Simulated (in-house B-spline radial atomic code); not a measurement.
## Ionising Kr III (Kr2+) with different functionals

Computed with an all-electron radial atomic-structure program (B-spline basis): four-component Dirac-Coulomb Hamiltonian, Fermi nucleus of rms radius 4.1884 fm, spin-restricted, spherical fractional occupations for the functionals, and exact exchange of hybrids averaged over the configuration. The ionisation energy is the difference of two self-consistent energies, [Ar] 3d10 4s2 4p4 → [Ar] 3d10 4s2 4p3, without Breit or QED terms; ε is the level of the shell that loses the electron (mean over j). The electron is taken from both j subshells in proportion to 2j + 1, so the result is a j average, not the step between ground levels.

```tsv
method	rung	ΔSCF (eV)	-ε(4p) (eV)
B3LYP	global hybrid	?	?
PBE0	global hybrid	37.12	32.70
B97-1	global hybrid	37.04	32.36
HSE06	range-separated hybrid	?	?
```

Q: What does HSE06 give?

A: ΔSCF 37.08 eV, and -ε(4p) = 32.25 eV.

Q: What does B3LYP give?

A: ΔSCF 37.14 eV, and -ε(4p) = 32.37 eV.

Q: Among the functionals, which spreads more, the ΔSCF values or the orbital energies?

A: The orbital energies: ΔSCF values span about 0.10 eV and the orbital energies 0.45 eV; here energy differences depend much less on the functional than eigenvalues do.

Q: How do they compare with the NIST value?

A: NIST lists 35.84 eV ± 0.02 (measured, ground level to ground level). Errors run from +1.20 to +1.30 eV. The correlated functionals all miss on the same side by more than they spread, so the cause is common to them (Breit-QED terms, spin polarisation, the choice among j levels, multiplet and fine-structure energies, or a listed next ion that isn't the cheapest removal here) and closeness doesn't rank the functionals.
